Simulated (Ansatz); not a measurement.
Relaxation of C₂H₁₀AlBN₂ (16 atoms, charge 0, multiplicity 1), to a largest force component of 0.02 eV/Å in at most 40 steps.

All numbers below come from Ansatz 0.2.0, RKS PBE/STO-3G.

```xyz
16
Properties=species:S:1:pos:R:3:forces:R:3
B 0.272 -1.634 -0.597 0.20 2.67 -0.41
C 0.633 -0.036 -0.578 -3.45 -3.23 -1.58
N 1.703 0.198 0.352 3.08 1.20 3.55
N 1.104 0.448 -1.913 -4.09 4.22 0.33
Al -0.961 1.014 0.012 -1.14 1.29 0.01
C -1.768 0.671 1.812 1.23 -0.49 -1.71
H 0.306 -2.204 -1.611 0.13 -0.55 -0.31
H -0.079 -2.116 0.377 -0.29 -0.82 1.03
H 1.471 -0.132 1.359 0.00 0.08 -1.03
H 2.575 -0.354 0.088 -0.19 -0.33 -0.01
H 1.850 -0.107 -2.218 3.25 -2.97 -1.55
H 0.275 0.268 -2.574 0.92 -0.12 0.14
H -1.637 2.170 -0.934 0.90 -1.57 1.09
H -1.223 -0.142 2.332 -0.24 0.15 0.02
H -1.730 1.560 2.436 -0.03 0.53 0.39
H -2.816 0.373 1.702 -0.29 -0.09 0.06
```

Q: Where does it end, and by what steps?

A: The forces met the threshold. The force dipped under the threshold on the way, but the program's further checks kept it going. Limits of this set-up: minimal basis. After 27 steps the energy has fallen by 3.131 eV; H10 moved furthest, 1.68 Å. Joined: B1–Al5, N3–Al5.

```
step  energy less start (eV)  largest force component (eV/Å)  accepted
   0                  0.0000                           4.223       yes
   1                 -0.7640                           2.326       yes
   2                 -1.0035                           0.934       yes
   3                 -1.0656                           0.383       yes
   4                 -0.9604                           0.843        no
   5                 -1.1152                           0.264       yes
   6                 -1.1462                           0.350       yes
   7                 -1.1790                           0.441       yes
   8                 -1.2308                           0.499       yes
   9                 -1.3125                           0.634       yes
  10                 -1.4349                           0.820       yes
  11                 -1.5988                           0.977       yes
  12                 -1.8615                           1.190       yes
  13                 -2.1640                           1.524       yes
  14                 -2.4180                           1.698       yes
  15                 -2.3968                           2.210        no
  16                 -2.5483                           1.059       yes
  17                 -2.6444                           0.910       yes
  18                 -2.7902                           0.434       yes
  19                 -2.9565                           0.406       yes
  20                 -3.0727                           0.516       yes
  21                 -3.1093                           0.383       yes
  22                 -3.1244                           0.241       yes
  23                 -3.1288                           0.068       yes
  24                 -3.1298                           0.027       yes
  25                 -3.1305                           0.021       yes
  26                 -3.1307                           0.019       yes
  27                 -3.1309                           0.012       yes
```

```xyz
16
Properties=species:S:1:pos:R:3
B -0.264 -1.388 -0.659
C 0.821 -0.432 -0.828
N 1.215 0.458 0.382
N 1.347 0.247 -2.045
Al -0.704 0.699 0.205
C -1.608 0.398 1.877
H -0.737 -1.889 -1.606
H -0.538 -1.781 0.415
H 1.653 -0.108 1.162
H 1.912 1.189 0.068
H 2.371 -0.065 -2.120
H 0.893 -0.286 -2.851
H -0.957 1.909 -0.657
H -1.104 -0.349 2.514
H -1.680 1.333 2.462
H -2.642 0.041 1.726
```

Run time: 2 min on 1 thread of Intel(R) Xeon(R) Processor @ 2.70GHz, on a shared host, peak memory 0.15 GiB.
